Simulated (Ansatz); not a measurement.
Computed with Ansatz on PBE0-D4/def2-TZVP structures; ΔE is electronic, products minus reactants. CBS: MP2 limit from def2 TZ/QZ plus the TZ coupled-cluster correction, frozen cores. Functionals use def2-TZVPP. B3LYP here is the variant with VWN-RPA as its local correlation; programs differ in this. For Ge outer-core shells are correlated without core-valence functions, which leaves a few kJ/mol of doubt a bond. Scalar relativity is left out up to krypton. Each species was taken in one conformer, which may not be the lowest.

Reaction (formal exchange of groups at a Ge–Si bond): `BO[SiH2][GeH2][F]` + `[SiH3][SiH3]` → `[F][GeH2][SiH2][SiH3]` + `BO[SiH3]`

`BO[SiH2][GeH2][F]`:

```xyz
11

B    -1.299   -0.517    1.900
O    -1.020    0.338    0.892
Si   -0.682    0.080   -0.709
Ge    1.636    0.547   -1.053
F     2.490   -0.601   -0.043
H    -1.384   -1.696    1.678
H    -1.461   -0.058    2.994
H    -1.516    1.011   -1.509
H    -0.984   -1.326   -1.086
H     2.092    1.935   -0.574
H     2.127    0.286   -2.489
```

`[SiH3][SiH3]`:

Z-matrix (Å, degrees):
```
Si
Si 1 2.338
H 1 1.488 2 110.3
H 1 1.488 2 110.3 3 120.0
H 1 1.488 2 110.3 3 -120.0
H 2 1.488 1 110.3 3 59.9
H 2 1.488 1 110.3 3 179.9
H 2 1.488 1 110.3 3 -60.1
```

`[F][GeH2][SiH2][SiH3]`:

```xyz
11

F    -0.010    0.859   -2.372
Ge    1.282    0.095   -1.465
Si    0.222   -0.938    0.405
Si   -1.389    0.526    1.258
H     1.967   -0.858   -2.461
H     2.236    1.240   -1.080
H     1.273   -1.230    1.419
H    -0.390   -2.224   -0.027
H    -1.977   -0.026    2.508
H    -0.749    1.833    1.561
H    -2.464    0.723    0.253
```

`BO[SiH3]`:

```xyz
8

B    -0.912    0.241    1.246
O    -0.604   -0.414    0.111
Si    0.641   -0.246   -0.971
H    -0.209    1.139    1.634
H    -1.895   -0.098    1.843
H     1.545    0.853   -0.545
H     0.055    0.054   -2.298
H     1.379   -1.530   -1.021
```

| level | ΔE (kJ/mol) |
| --- | --- |
| PBE0-D4 | -13.8 |
| B3LYP-D4 | -12.7 |
| B2PLYP | -13.7 |
| PBE | -12.2 |
| PBE0 | -13.3 |
| B3LYP | -11.8 |
| MP2/CBS(def2) | -17.6 |
| CCSD/CBS(def2) | -14.7 |

Task: What does CCSD(T)/CBS give? (Best estimate.)

Result: The calculation gave: -15.4 kJ/mol. The listed levels differ from it by 1.6, 2.7, 1.7, 3.2, 2.1, 3.6, -2.2, 0.7 kJ/mol.

Largest T1 diagnostic among the species: 0.013.
